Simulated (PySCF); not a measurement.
## Radial density of S³⁺ (sulfur, charge +3)

UHF, [Ne] 3s2 3p1, 2P determinant. All numbers are calculated (PySCF 2.14, the spin-free X2C one-electron Hamiltonian (Gaussian nucleus), in aug-cc-pCVTZ-DK with one added diffuse shell each of s, p, d, f type (9s8p6d4f, 91 functions)).

```tsv
r (bohr)	4πr²ρ (e/bohr)	4πr²(ρα − ρβ)
0.00210	0.1638	0.0000
0.00352	0.4239	0.0000
0.00593	1.071	0.0000
0.00997	2.586	0.0000
0.0168	5.754	0.0001
0.0282	11.13	0.0009
0.0474	16.97	0.0050
0.0798	17.77	0.0233
0.134	12.71	0.0818
0.226	14.04	0.1677
0.380	17.33	0.1064
0.639	7.435	0.0032
1.07	2.441	0.5142
1.81	1.693	0.5813
3.04	0.1483	0.0718
5.11	0.0005469	0.0004
```

Densities and radii are taken from the X2C orbitals without a picture-change correction, which distorts them close to the nucleus.
